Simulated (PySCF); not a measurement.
Si(F)(Cl)2(OH) (Cl2FHOSi), SMILES O[Si](F)(Cl)Cl.

The structure is a stationary point at B3LYP-D3(BJ)/def2-SVP. Other conformers were not sampled.

Method: TDA-ωB97X/def2-SVPD run with PySCF 2.14.0.

Vertical excitations. Gas-phase values at a fixed geometry.

**Question.** List the lowest excited states. (Estimate from the structure and the level; the computed values follow.)

**Answer.** 
```json
[
 {"state": "S1", "energy (eV)": "8.45", "λ (nm)": "147", "f": "0.045", "main pairs": "HOMO→LUMO 66 %, HOMO→LUMO+1 16 %"},
 {"state": "S2", "energy (eV)": "8.58", "λ (nm)": "144", "f": "0.009", "main pairs": "HOMO−1→LUMO 65 %, HOMO−1→LUMO+1 15 %"},
 {"state": "S3", "energy (eV)": "8.75", "λ (nm)": "142", "f": "0.026", "main pairs": "HOMO−2→LUMO 67 %"},
 {"state": "S4", "energy (eV)": "9.18", "λ (nm)": "135", "f": "0.055", "main pairs": "HOMO−3→LUMO 52 %, HOMO−3→LUMO+1 15 %, HOMO→LUMO+2 8 %"},
 {"state": "S5", "energy (eV)": "9.28", "λ (nm)": "134", "f": "0.067", "main pairs": "HOMO−4→LUMO 29 %, HOMO−2→LUMO+1 28 %, HOMO−1→LUMO+1 12 %"},
 {"state": "S6", "energy (eV)": "9.70", "λ (nm)": "128", "f": "0.031", "main pairs": "HOMO→LUMO+1 20 %, HOMO−1→LUMO+1 10 %, HOMO−5→LUMO 9 %, HOMO−1→LUMO+3 9 %"},
 {"state": "S7", "energy (eV)": "9.75", "λ (nm)": "127", "f": "0.014", "main pairs": "HOMO−1→LUMO+1 23 %, HOMO→LUMO+1 18 %, HOMO→LUMO 9 %, HOMO−1→LUMO 9 %"},
 {"state": "S8", "energy (eV)": "9.90", "λ (nm)": "125", "f": "0.008", "main pairs": "HOMO→LUMO+3 38 %, HOMO→LUMO+5 22 %, HOMO→LUMO+4 17 %"},
 {"state": "S9", "energy (eV)": "10.04", "λ (nm)": "124", "f": "0.113", "main pairs": "HOMO−5→LUMO 35 %, HOMO−4→LUMO 14 %, HOMO−6→LUMO 6 %"},
 {"state": "S10", "energy (eV)": "10.16", "λ (nm)": "122", "f": "0.053", "main pairs": "HOMO−2→LUMO+2 16 %, HOMO−2→LUMO+3 15 %, HOMO−2→LUMO+1 14 %, HOMO−5→LUMO 9 %"},
 {"state": "T1", "energy (eV)": "7.88", "λ (nm)": "157", "f": "0", "main pairs": "HOMO→LUMO 53 %, HOMO→LUMO+1 26 %"},
 {"state": "T2", "energy (eV)": "8.06", "λ (nm)": "154", "f": "0", "main pairs": "HOMO−1→LUMO 57 %, HOMO−1→LUMO+1 18 %"},
 {"state": "T3", "energy (eV)": "8.21", "λ (nm)": "151", "f": "0", "main pairs": "HOMO−2→LUMO 58 %, HOMO−2→LUMO+1 12 %"},
 {"state": "T4", "energy (eV)": "8.56", "λ (nm)": "145", "f": "0", "main pairs": "HOMO−3→LUMO 49 %, HOMO−3→LUMO+1 18 %, HOMO→LUMO+2 7 %"}
]
```
Triplets are in the Tamm–Dancoff approximation.
